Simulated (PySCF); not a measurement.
**Nd³⁷⁺: ionisation energy**

Nd³⁷⁺ [Ar] 3d5 [3d3/2^4 3d5/2^1, M_J = 5/2] → Nd³⁸⁺ [Ar] 3d4 [3d3/2^4, M_J = 0], as a difference of total energies. All numbers are calculated (PySCF 2.14, the two-component X2C-1e Hamiltonian, in an uncontracted even-tempered set (16 s from 7.3 bohr⁻², ratio 2.8; 12 p from 9.5 bohr⁻², ratio 2.8; 8 d from 9.5 bohr⁻², ratio 2.8; 3 f from 33 bohr⁻², ratio 3)). Correlated levels: [Ne] frozen; the 74 highest virtual spinors dropped. "Screened" scales the spin-orbit matrix elements by Boettger's factors to mimic the two-electron term; Breit and QED terms are absent.

```json
{"method": "GHF (spin-free)", "ionisation energy (eV)": "2652.8"}
{"method": "GMP2 (spin-free)", "ionisation energy (eV)": "2652.8"}
{"method": "GHF (screened spin-orbit)", "ionisation energy (eV)": "2628.6"}
{"method": "GMP2 (screened spin-orbit)", "ionisation energy (eV)": "2627.9"}
```

Breit and QED terms and the two-electron picture change are absent.

The spin-free rows relax to the high-spin LS determinant and lack the spin-orbit shift.

The labels give the starting determinants; with spin-orbit coupling the two ends relaxed to ⟨J²⟩ = 8.76, ⟨L²⟩ = 3.01, ⟨S²⟩ = 4.68 and ⟨J²⟩ = 0.00, ⟨L²⟩ = 2.42, ⟨S²⟩ = 2.42.

For comparison: 2627 ± 4 eV (theoretical estimate listed by NIST; NIST Atomic Spectra Database, ionization energies).
